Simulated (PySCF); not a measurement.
Al(Me)2 (C2H6Al), SMILES [CH3][Al][CH3], multiplicity 2. Atoms are numbered in the order given.

```xyz
9

Al     0.0000     0.0000    -0.6456
C      1.6861     0.0000     0.3895
H      2.5894     0.0000    -0.2208
H      1.7134     0.8814     1.0402
H      1.7134    -0.8814     1.0402
C     -1.6861     0.0000     0.3895
H     -1.7134    -0.8814     1.0402
H     -1.7134     0.8814     1.0402
H     -2.5894     0.0000    -0.2208
```
Charge 0, spin multiplicity 2.

The structure is a stationary point at B3LYP-D3(BJ)/def2-TZVP. The multiplicity is an assumed one; other spin states were not compared. The isomer is the one that the SMILES or the coordinates give; other isomers of the formula were not compared.

Level of theory: B3LYP/pcH-1 (PySCF).

Unrestricted Kohn–Sham, ⟨S²⟩ = 0.751. Hyperfine tensors hold the contact and dipolar terms, without spin-orbit corrections.

Computed hyperfine couplings:
| nucleus | A(iso) (MHz) | A(iso) (G) | dipolar principal values (MHz) |
|---|---|---|---|
| 27Al no. 1 | 666.4 | 237.8 | -59.7, -56.0, 115.7 |
| 13C no. 2 | 90.9 | 32.4 | -9.8, -8.6, 18.5 |
| 1H no. 3 | -2.8 | -1.0 | -5.9, -2.8, 8.7 |
| 1H no. 4 | 9.0 | 3.2 | -5.1, -0.9, 6.1 |
| 1H no. 5 | 9.0 | 3.2 | -5.1, -0.9, 6.1 |
| 13C no. 6 | 90.9 | 32.4 | -9.8, -8.6, 18.5 |
| 1H no. 7 | 9.0 | 3.2 | -5.1, -0.9, 6.1 |
| 1H no. 8 | 9.0 | 3.2 | -5.1, -0.9, 6.1 |
| 1H no. 9 | -2.8 | -1.0 | -5.9, -2.8, 8.7 |

Q: And the g tensor (effective nuclear charges for spin-orbit coupling, GIAO)? (The exact figures need the calculation; the answer reports its results.)

A: principal values 1.9941, 2.0023, 2.0032; isotropic 1.9999.
